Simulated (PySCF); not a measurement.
Isomers of C5H8F2Si.

All values: PBE0/pcSseg-1 (PySCF) at GFN2-xTB geometries, gas phase, one conformer each.

Task: Rank by the highest IAO charge on any atom, lowest value first.
A. `[F:1][CH:2]([F:3])[C@H:4]1[CH:5]=[CH:6][CH2:7][SiH2:8]1` with F1–C2–C4–C5 69°
B. `[CH:1]#[C:2][C@@H:3]([CH3:4])[CH2:5][SiH:6]([F:7])[F:8]` with C2–C3–C5–Si6 174°, C3–C5–Si6–F7 -44°
C. `[CH2:1]=[CH:2][C@@H:3]([SiH3:4])/[C:5]([F:6])=[CH:7]\[F:8]` with C1–C2–C3–Si4 100°, C2–C3–C5–F6 -53°
D. `[F:1][CH:2]([F:3])[SiH:4]1[CH2:5][CH:6]=[CH:7][CH2:8]1` with F1–C2–Si4–C5 -173°

Result: C (+0.614 e), A (+0.751 e), D (+0.885 e), B (+1.467 e).

Task: Rank by the lowest IAO charge on any atom, highest value first.
A. `[F:1][CH:2]([F:3])[SiH:4]1[CH2:5][CH:6]=[CH:7][CH2:8]1` with F1–C2–Si4–C5 -173°
B. `[CH2:1]=[CH:2][C@@H:3]([SiH3:4])/[C:5]([F:6])=[CH:7]\[F:8]` with C1–C2–C3–Si4 100°, C2–C3–C5–F6 -53°
C. `[CH:1]#[C:2][C@@H:3]([CH3:4])[CH2:5][SiH:6]([F:7])[F:8]` with C2–C3–C5–Si6 174°, C3–C5–Si6–F7 -44°

Result: B (-0.391 e), A (-0.556 e), C (-0.579 e).

Task: Rank by HOMO–LUMO gap, lowest first.
A. `[F:1][CH:2]([F:3])[SiH:4]1[CH2:5][CH:6]=[CH:7][CH2:8]1` with F1–C2–Si4–C5 -173°
B. `[CH2:1]=[CH:2][C@@H:3]([SiH3:4])/[C:5]([F:6])=[CH:7]\[F:8]` with C1–C2–C3–Si4 100°, C2–C3–C5–F6 -53°
C. `[CH:1]#[C:2][C@@H:3]([CH3:4])[CH2:5][SiH:6]([F:7])[F:8]` with C2–C3–C5–Si6 174°, C3–C5–Si6–F7 -44°

Result: B (6.81 eV), A (7.80 eV), C (8.33 eV).

All values together:

```
                    SMILES  μ (D)  HOMO (eV)  LUMO (eV)  lowest IAO charge (e)  highest IAO charge (e)  lowest Hirshfeld charge (e)  highest Hirshfeld charge (e)
C=C[C@@H]([SiH3])/C(F)=C\F   0.62      -6.99      -0.18             -0.391 (C)             +0.614 (Si)                   -0.114 (C)                   +0.315 (Si)
    FC(F)[C@H]1C=CC[SiH2]1   2.72      -7.54       0.19             -0.553 (C)             +0.751 (Si)                   -0.162 (C)                   +0.354 (Si)
         FC(F)[SiH]1CC=CC1   2.39      -7.35       0.45             -0.556 (C)             +0.885 (Si)                   -0.162 (C)                   +0.371 (Si)
    C#C[C@@H](C)C[SiH](F)F   2.31      -7.98       0.35             -0.579 (C)             +1.467 (Si)                   -0.203 (F)                   +0.518 (Si)
```

Conformers: `[CH2:1]=[CH:2][C@@H:3]([SiH3:4])/[C:5]([F:6])=[CH:7]\[F:8]` with C1–C2–C3–Si4 100°, C2–C3–C5–F6 -53°; `[F:1][CH:2]([F:3])[C@H:4]1[CH:5]=[CH:6][CH2:7][SiH2:8]1` with F1–C2–C4–C5 69°; `[F:1][CH:2]([F:3])[SiH:4]1[CH2:5][CH:6]=[CH:7][CH2:8]1` with F1–C2–Si4–C5 -173°; `[CH:1]#[C:2][C@@H:3]([CH3:4])[CH2:5][SiH:6]([F:7])[F:8]` with C2–C3–C5–Si6 174°, C3–C5–Si6–F7 -44°.
